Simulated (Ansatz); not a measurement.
Species: sum formula ReOBr$_{4}$, net charge 0, doublet state. The spin state was set by rule; other spins were not relaxed. 
Coordinates optimised at B3LYP-D3(BJ)/def2-TZVP (Ansatz, a quantum-chemistry and plane-wave program):
SMILES: [O]=[Re]([Br])([Br])([Br])[Br]
```xyz
6

Re     0.3010    -0.0905    -0.1714
O      1.6994    -0.5112    -0.9676
Br     0.6847    -0.6498     2.1877
Br    -1.2014     0.8052    -1.8935
Br    -1.1227    -2.0894    -0.2261
Br     0.6060     2.2448     0.5203
```
Charge 0, spin multiplicity 2.

Quantity: atomisation energy (electronic, to ground-state atoms), in kcal/mol. Valence correlation only, unless marked. UHF or UKS for open shells. Spin-orbit coupling is left out. Frozen are the shells of the preceding noble gas and the d and f shells that filled before the atom's block. In def2 rows, elements after Kr have scalar-relativistic effective core potentials. The coupled-cluster limit lacks core correlation, which all-electron functionals hold. Basis-set limits of correlation are two-point, X^-3; Hartree-Fock from the larger set. [CCSD(T)-MP2]/basis is that difference in the basis named.

```tsv
level	program	atomisation energy (kcal/mol)
BLYP-D3(BJ)/def2-TZVPD	Ansatz + dftd3	441.0
BLYP-D4/def2-TZVPD	Ansatz + dftd4	440.1
B97M-V/def2-TZVPD	Ansatz	417.0
PBE0-D4/def2-TZVP	Ansatz + dftd4	418.5
r2SCANh-D4/def2-TZVPD	Ansatz + dftd4	420.5
r2SCANh/def2-TZVPD	Ansatz	418.2
HSE06-D3(BJ)/def2-TZVPD	Ansatz + dftd3	419.8
HSE06-D4/def2-TZVPD	Ansatz + dftd4	419.7
CAM-B3LYP/def2-TZVPD	Ansatz	389.8
LC-wPBE-D4/def2-TZVPD	Ansatz + dftd4	403.8
LC-wPBE/def2-TZVPD	Ansatz	392.8
B2GP-PLYP/def2-TZVPD	Ansatz	406.9
B2PLYP-D4/def2-TZVPD	Ansatz + dftd4	418.0
PBE-QIDH/def2-TZVPD	Ansatz	408.6
RPA@PBE/def2-QZVPP	Ansatz	369.7
MP2/def2-SVP	Ansatz	388.7
SCS-MP2/def2-QZVPP	Ansatz	431.7
CCSD(T)/def2-SVP	Ansatz	350.0
RI-MP2/CBS(def2-TZVPP,def2-QZVPP)+[CCSD(T)-MP2]/def2-TZVPP	Ansatz	412.7
RI-MP2/CBS(def2-TZVPP,def2-QZVPP)+[CCSD(T)-MP2]/def2-QZVPP	Ansatz	411.9
CCSD(T)/CBS(def2-TZVPP,def2-QZVPP)	Ansatz	411.4
```

The UHF reference is spin-contaminated (<S^2> 0.18 over the pure value in the largest basis).
